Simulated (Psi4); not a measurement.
Intermolecular potential of H2O ··· CS2 (SMILES O and S=C=S). Monomers: optimised at B3LYP-D3(BJ) (def2-TZVP), held rigid. Orientation: a higher rigid-body minimum at GFN2-xTB. Only R, the distance of the centres of mass, is varied, so the lowest point isn't the relaxed dimer.

Geometry at R = 3.42 Å (first 3 atoms: monomer A):
```
6

O     -0.0008     0.3896     0.0000
H      0.7654    -0.1932     0.0000
H     -0.7646    -0.1964     0.0000
S     -0.4883     0.7583    -3.9136
C     -0.2744    -0.6398    -3.2728
S     -0.0606    -2.0378    -2.6321
```

PBE/def2-TZVP, counterpoise-corrected (Psi4); PBE-D3(BJ)/def2-TZVP, counterpoise-corrected (Psi4); B3LYP-D3(BJ)/def2-TZVP, counterpoise-corrected (Psi4); SAPT0/jun-cc-pVDZ, frozen core (Psi4).

Interaction energies in kcal/mol; the last columns give the difference from SAPT0:

```tsv
R / Å	PBE/def2-TZVP	PBE-D3(BJ)/def2-TZVP	B3LYP-D3(BJ)/def2-TZVP	SAPT0/jun-cc-pVDZ	PBE/def2-TZVP − SAPT0/jun-cc-pVDZ	PBE-D3(BJ)/def2-TZVP − SAPT0/jun-cc-pVDZ	B3LYP-D3(BJ)/def2-TZVP − SAPT0/jun-cc-pVDZ
2.82	3.54	2.19	2.33	3.30	0.24	-1.11	-0.97
3.05	1.23	0.05	0.08	0.98	0.25	-0.93	-0.89
3.23	0.34	-0.70	-0.66	0.13	0.21	-0.83	-0.79
3.42	-0.12	-1.00	-0.93	-0.28	0.16	-0.73	-0.65
3.61	-0.31	-1.05	-0.93	-0.43	0.12	-0.62	-0.51
3.85	-0.35	-0.93	-0.78	-0.44	0.09	-0.49	-0.34
4.11	-0.30	-0.74	-0.58	-0.38	0.08	-0.36	-0.20
4.40	-0.22	-0.54	-0.40	-0.30	0.07	-0.24	-0.10
4.94	-0.09	-0.27	-0.20	-0.16	0.07	-0.10	-0.03
5.58	-0.02	-0.11	-0.10	-0.08	0.06	-0.03	-0.02
6.66	0.00	-0.03	-0.03	-0.02	0.03	0.00	-0.01
7.94	0.00	-0.01	-0.01	-0.01	0.01	0.00	0.00
```

PBE/def2-TZVP is furthest from SAPT0/jun-cc-pVDZ at 3.05 (0.25 kcal/mol, above); its mean absolute difference over the points is 0.12 kcal/mol.

PBE-D3(BJ)/def2-TZVP is furthest from SAPT0/jun-cc-pVDZ at 2.82 (-1.11 kcal/mol, below); its mean absolute difference over the points is 0.45 kcal/mol.

B3LYP-D3(BJ)/def2-TZVP is furthest from SAPT0/jun-cc-pVDZ at 2.82 (-0.97 kcal/mol, below); its mean absolute difference over the points is 0.38 kcal/mol.
